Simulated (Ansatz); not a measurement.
Geometry optimisation, RKS PBE/def2-SVP in Ansatz 0.2.0.

Input:

```yaml
crystal:
  periodic: [false, false, false]
  atoms:
    - { symbol: Ge, position_ang: [0.0, 0.0, 0.0] }
    - { symbol: H, position_ang: [0.9646, 0.0, 1.4601] }
    - { symbol: F, position_ang: [1.8114, 0.0, 0.5034] }
    - { symbol: F, position_ang: [-0.7913, 1.3709, -0.5594] }
    - { symbol: Cl, position_ang: [-1.0456, -1.8115, -0.7393] }
basis:
  gaussian: { orbitals: def2-SVP }
hamiltonian:
  xc: pbe
relax:
  f_tol: 0.15
  max_steps: 25
  restrain:
    - { distance: [1, 2], at: 0.92, k: 30.0 }
    - { distance: [0, 1], at: 2.75, k: 30.0 }
    - { distance: [0, 2], at: 2.88, k: 30.0 }
output:
  orbitals: {}
```

Command:

```bash
$ ansatz run input.yaml --threads 1 --pin off --max-ram 2048MiB --backend cpu --events-out ev --progress --plain --runs-dir out
```

Q: Where does it end, and by what steps?

A: It converged. The restraints hold the end off the free minimum. After 12 steps the energy has fallen by 2.253 eV (the restraints' own energy left out); Ge1 moved furthest, 0.86 Å. Parted: Ge1–F3 (1.88 → 2.87 Å). Joined: H2–F3 (1.28 → 0.93 Å).

| step | energy less start (eV) | largest force component (eV/Å) | accepted |
| --- | --- | --- | --- |
| 0 | 0.0000 | 3.261 | yes |
| 1 | 0.1375 | 4.354 | yes |
| 2 | -0.0296 | 4.706 | yes |
| 3 | -0.8811 | 3.353 | yes |
| 4 | -1.7009 | 1.775 | yes |
| 5 | -2.0340 | 1.169 | yes |
| 6 | -2.1714 | 0.619 | yes |
| 7 | -2.2322 | 0.590 | yes |
| 8 | -2.2449 | 0.418 | yes |
| 9 | -2.1703 | 2.167 | no |
| 10 | -2.2522 | 0.264 | yes |
| 11 | -2.2417 | 0.437 | no |
| 12 | -2.2532 | 0.342 | yes |

```xyz
5
Properties=species:S:1:pos:R:3
Ge -0.814 -0.016 0.280
H 1.606 0.074 1.592
F 2.016 -0.039 0.763
F -0.809 1.294 -0.908
Cl -1.059 -1.754 -1.063
```

Time of the run: 29 s on 1 thread of Arm Neoverse V1, with other jobs on the host, peak memory 0.12 GiB.
